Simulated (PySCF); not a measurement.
Relaxation of sextet HCoN

Method: UPBE0/[Co def2-TZVP, N def2-TZVP, H def2-TZVP], no relativity, density fitting, PySCF. A (50,194) grid was used.

A start displaced from a saddle point along its imaginary mode, of Cs symmetry, held to at least that symmetry:

```xyz
3
charge 0 multiplicity 6, angstrom
Co   -0.0038   -0.0007    0.3122
N     0.0075    0.0014   -1.4487
H     0.1180    0.0216    1.8718
```

Question: What does it relax to?

Answer: It ends at Cs with Co–H 1.566 Å, Co–N 1.866 Å; H–Co–N 144.4°. A frequency run shows a minimum.

Question: How much energy is released, and in how many steps?

Answer: 19.3 kJ/mol in 10 steps.

Open d and f shells are described by one determinant, and the ground state may have another occupation or spin. At this level a quartet minimum of Cs symmetry lies 52 kJ/mol below this structure.
